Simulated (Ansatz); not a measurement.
C₂H₅BO₂ (`BOC1CO1`). The species carries charge 0 and has multiplicity 1.

```
atom    x (Å)    y (Å)    z (Å)
  B1  -1.6776   0.2191  -0.4561
  O2  -0.5683   0.9799  -0.3812
  C3   0.7078   0.4459  -0.2935
  C4   1.0466  -0.5886   0.6700
  O5   1.4143   0.7828   0.8509
  H6  -2.7160   0.8014  -0.5531
  H7  -1.5971  -0.9777  -0.4278
  H8   1.2490   0.5571  -1.2302
  H9   1.8687  -1.2729   0.4787
 H10   0.2724  -0.9469   1.3423
```

(1) List the harmonic frequencies (cm⁻¹, unscaled) at PBE0-D4/def2-TZVP in Ansatz. (Estimate.)

(2) Is this a minimum?

(3) Give the ideal-gas thermochemistry at 298.15 K and 1 bar (rigid rotor, harmonic oscillator; point group C1, symmetry number 1).

(4) Rotational constants (cm⁻¹)?

Results:

(1) Ansatz gave: 85, 262, 358, 509, 546, 806, 917, 970, 1039, 1047, 1084, 1118, 1158, 1186, 1231, 1314, 1390, 1439, 1527, 2567, 2672, 3115, 3153, 3209.

(2) Yes, all 24 modes are real.

(3) Zero-point energy 195.6 kJ/mol; H(298) − E = 211.7 kJ/mol; entropy 302.4 J/(mol·K), of which translation 162.2, rotation 104.0, vibration 36.2; G(298) − E = 121.5 kJ/mol. Modes under 100 cm⁻¹ are hindered rotations or soft bends, so the harmonic entropy is rough.

(4) 0.4722, 0.1354, 0.1186.
